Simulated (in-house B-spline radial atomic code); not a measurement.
# B97-1 excitations of the iodine ion I⁵⁺

Method: B97-1. Computed with an all-electron radial atomic-structure program (B-spline basis): linear response of the closed shell [Kr] 4d10 5s2 with the functional's adiabatic kernel; scalar-relativistic (spin-free one-electron X2C), finite nucleus, no spin-orbit coupling, no double excitations, S, P, D and F terms only; shells from n = 3 respond. Only terms of natural parity with L up to 3 were computed.

Command:
```bash
python run_td.py task.json out
```
Settings (radii: box in bohr, nucleus in fm):
```
Z                        53
electrons                48
configuration            [Kr] 4d10 5s2
hamiltonian              x2c
method                   b97_1
box_radius               16.35
rms_radius               4.75
intervals                70
```

Time taken, with all properties: 3.7 s on 1 thread of Arm Neoverse N1 (shared host).

The lowest states, in the order of their Tamm-Dancoff energies; the method's threshold (minus the highest occupied level) is 69.88 eV. Labels give the largest channel, * marks a mixed state, and oscillator strengths are full-response dipole values. Semilocal kernels can invert the small singlet-triplet splittings of Rydberg terms. Energies in eV:

```
     state  full response  Tamm-Dancoff  oscillator strength
5s → 5p 3P         12.303        12.384                    -
5s → 5p 1P         15.791        16.357                 1.59
5s → 5d 3D          31.43         31.45                    -
5s → 5d 1D          31.94         31.97                    -
5s → 4f 3F              ?             ?                    -
5s → 4f 1F          33.97         33.98                    -
5s → 6s 3S          36.52         36.53                    -
5s → 6s 1S          37.22         37.25                    -
5s → 6p 3P          41.28         41.30                    -
5s → 6p 1P          41.80         41.84               0.0803
5s → 6d 3D          48.46         48.47                    -
5s → 5f 3F          48.50         48.51                    -
5s → 5f 1F          48.72         48.72                    -
5s → 6d 1D          49.03         49.04                    -
5s → 7s 3S              ?             ?                    -
5s → 7s 1S          50.87         50.88                    -
```

Task: Where does 5s → 4f 3F lie?

Result: At 33.27 eV in full response, 33.31 eV in Tamm-Dancoff.

Task: Where does 5s → 7s 3S lie?

Result: At 50.69 eV in full response, 50.70 eV in Tamm-Dancoff.

Task: How large is the singlet-triplet splitting of 5s → 5p (P terms) in Tamm-Dancoff?

Result: 3.97 eV, from the unrounded values.

Task: What polarisabilities and dispersion coefficient does the method give?

Result: Dipole 5.972 bohr³, quadrupole 11.13 bohr⁵, C6 22.01 hartree·bohr⁶ for two such species.
